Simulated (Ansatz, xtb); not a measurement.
# Relative energy of two isomers of C4H3Br2N

Structure a: `Brc1c[nH]cc1Br`, a singlet. Structure b: `Brc1c[nH]c(Br)c1`, a singlet. Both are isolated molecules in the gas phase, relaxed with B3LYP/def2-SVP.

Energies in hartree; the thermal terms are from GFN2-xTB frequencies at re-optimised GFN2-xTB minima (ideal gas, soft modes damped towards free rotors, one conformer each, 298.15 K, 1 atm) and include the zero-point energy:

|  | a | b |
| --- | --- | --- |
| E, CCSD(T)/def2-SVP | −5352.893781 | −5352.893534 |
| E, MP2/def2-SVP | −5352.833996 | −5352.833680 |
| E, MP2/def2-TZVPP | −5353.935469 | −5353.935165 |
| zero-point energy | 0.060883 | 0.060788 |
| H(298 K) − E | 0.068596 | 0.068531 |
| G(298 K) − E | 0.027997 | 0.027258 |

**Question.** Correct the CCSD(T) difference for the basis set by the MP2 change, then work out ΔE, ΔE₀, ΔH and ΔG for a → b in kJ/mol (1 Eh = 2625.50 kJ/mol) and the equilibrium ratio [b]/[a].

**Answer.** 1. Differences b − a: CCSD(T) +0.000247, MP2 in the small set +0.000316, MP2 in the large set +0.000304 Eh.
2. ΔE = +0.000247 + (+0.000304 − (+0.000316)) = +0.000235 Eh = +0.62 kJ/mol.
3. ΔE₀ = ΔE + ΔZPE = +0.000235 + (−0.000095) Eh = +0.37 kJ/mol.
4. ΔH = ΔE + (−0.000065) Eh = +0.45 kJ/mol.
5. ΔG = ΔE + (−0.000739) Eh = −1.32 kJ/mol, so ΔS = (ΔH − ΔG)/T = +5.9 J/(mol K).
6. kT = 0.9442 mEh, so K = [b]/[a] = exp(−ΔG/kT) = exp(+0.53) ≈ 1.7.

The two are too close for this level to say which is favoured. An error of 4 kJ/mol in ΔG would change K by a factor of 5. Mirror images and further conformers aren't counted.

As drawn, both hold the same kinds of bond in the same numbers.

Other levels gave ΔE = −5.4 (GFN2-xTB); −0.8 (HF/STO-3G, GFN2-xTB geometries); −1.3 (r2SCAN-D4/def2-SVP, GFN2-xTB geometries); −2.5 (B3LYP/def2-SVP); −1.1 (HF/def2-SVP); +0.8 (MP2/def2-SVP); +0.6 (CCSD(T)/def2-SVP) kJ/mol. The correlated steps freeze 23 core orbitals; the filled d shell of Br is correlated, in a basis made for valence electrons. Programs: Ansatz 0.2.0, xtb 6.7.1.
